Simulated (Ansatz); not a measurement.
Start from `[CH3][Ga]([F])[SeH]` and change one atom or group to get `[F][GaH][SeH]`.

Ansatz, PBE0-D4/def2-TZVP geometries, multiplicity 1. Each molecule was computed in one conformer, which needn't be the lowest.

Scalar relativity is left out up to krypton.

| property | `[CH3][Ga]([F])[SeH]` |
| --- | --- |
| HOMO–LUMO gap (ωB97M-V/def2-TZVPP) / eV | 10.50 |
| LUMO energy (PBE/def2-TZVPP) / eV | -1.55 |
| ideal-gas entropy at 298 K and 1 bar (rigid rotor, harmonic PBE0-D4/def2-TZVP) / J/(mol·K) | 371 |
| LUMO energy (ωB97M-V/def2-TZVPP) / eV | 0.91 |
| size of the dipole moment (ωB97M-V/def2-TZVPP) / D | 2.08 |
| size of the dipole moment (B3LYP/def2-TZVPP) / D | 2.11 |

Q: What does the change do to each property? (An estimate is asked.)

A: Ansatz gave: 
```csv
property,`[F][GaH][SeH]`,shift
HOMO–LUMO gap (ωB97M-V/def2-TZVPP) / eV,10.20,-0.30
LUMO energy (PBE/def2-TZVPP) / eV,-2.07,-0.52
"ideal-gas entropy at 298 K and 1 bar (rigid rotor, harmonic PBE0-D4/def2-TZVP) / J/(mol·K)",317,-54
LUMO energy (ωB97M-V/def2-TZVPP) / eV,0.38,-0.53
size of the dipole moment (ωB97M-V/def2-TZVPP) / D,2.49,0.41
size of the dipole moment (B3LYP/def2-TZVPP) / D,2.50,0.39
```

With PBE0 the HOMO falls by 0.24 eV and the LUMO falls by 0.54 eV, so the gap narrows by about 0.30 eV. PBE moves the HOMO by -0.25 eV and ωB97M-V by -0.22 eV. The zero-point energy changes by -76.3 kJ/mol with -9 modes. Dipoles are sizes alone; their direction can turn. Modes under 60 cm⁻¹, often nearly free rotors, make the harmonic entropy too high.

B3LYP here is the variant with VWN-RPA as its local correlation; programs differ in this.

Spin–orbit coupling is left out; it splits and shifts lone-pair levels of the heavy atoms by tenths of an eV.
